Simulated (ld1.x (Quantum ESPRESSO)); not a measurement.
Si (Z = 14), PAW: configuration errors across variants

```
Element                 : Si (Z = 14)
Generator               : ld1.x (Quantum ESPRESSO) 7.5
Type                    : PAW
Functional              : PBEsol
Relativity              : non-relativistic
Frozen core             : [Ne]
Valence charge          : 4
Reference configuration : 3s2 3p2
Partial waves           : 3s (bound): rcut 1.55, rcutus 1.95 bohr; 3s channel at 1.05 Ry: rcut 1.55, rcutus 1.95 bohr; 3p (bound): rcut 1.35, rcutus 1.65 bohr; 3p channel at 0.05 Ry: rcut 1.35, rcutus 1.65 bohr; 3d channel at -0.15 Ry: rcut 1.25, rcutus 1.55 bohr; 3d channel at 0.85 Ry: rcut 1.25, rcutus 1.55 bohr
Local potential         : all-electron potential smoothed inside 1.25 bohr (lloc = -1)
Core correction         : a·sin(br)/r model core, default radius (core density twice the valence density)
Augmentation charge     : PSQ, inside the norm-conserving radii
```

All-electron excitation energies from the reference (eV): (1) 3s2 3p1 7.724; (2) 3s2 3p0 23.699; (3) 3s1 3p0 57.528; (4) 3s2 3p2.3 -0.926; (5) 3s1 3p2 15.070; (6) 3s1 3p3 6.738; (7) 3s2 3p1.5 2.914.

The default core radius of the base comes out at 1.13 bohr.

1 further variants failed, have other tests or another functional or relativity, and are left out.

Errors AE − PS in meV (a dash: test not solved or not reliable):

| change | (1) | (2) | (3) | (4) | (5) | (6) | (7) | bound ghosts |
| --- | --- | --- | --- | --- | --- | --- | --- | --- |
| base | -0.8 | -9.5 | -60 | 0.0 | -3.2 | -0.8 | -0.1 | none |
| type RRKJ; waves now 3p (bound): rc 1.65 bohr; 3d channel at -0.15 Ry: rc 1.55 bohr; 3s (bound): rc 1.95 bohr; local potential the s channel | +3.5 | +21 | +59 | +0.1 | +4.1 | -2.5 | +0.7 | none |
| local potential all-electron potential smoothed inside 1.74 bohr (lloc = -1) | -0.8 | -9.7 | -61 | 0.0 | -3.3 | -0.9 | -0.1 | none |
| local potential all-electron potential smoothed inside 1.65 bohr (lloc = -1) | -0.8 | -9.7 | -61 | 0.0 | -3.3 | -0.9 | -0.1 | none |
| waves 3d channel at -0.15 Ry: rcut 1.25, rcutus 1.68 bohr; 3d channel at 0.85 Ry: rcut 1.25, rcutus 1.68 bohr | -0.8 | -9.5 | -60 | 0.0 | -3.2 | -0.8 | -0.1 | none |
| core correction a·sin(br)/r model core, default radius (ld1.x builds one for every PAW set, though the input has nlcc=.false.) | +0.4 | -4.8 | -48 | -0.1 | +0.6 | +0.8 | +0.3 | none |

Q: Give the same row for: waves 3s (bound): rcut 1.55, rcutus 2.12 bohr; 3s channel at 1.05 Ry: rcut 1.55, rcutus 2.12 bohr.

A: -0.8, -9.2, -56, 0.0, -3.1, -0.8, -0.1; bound ghosts: none.
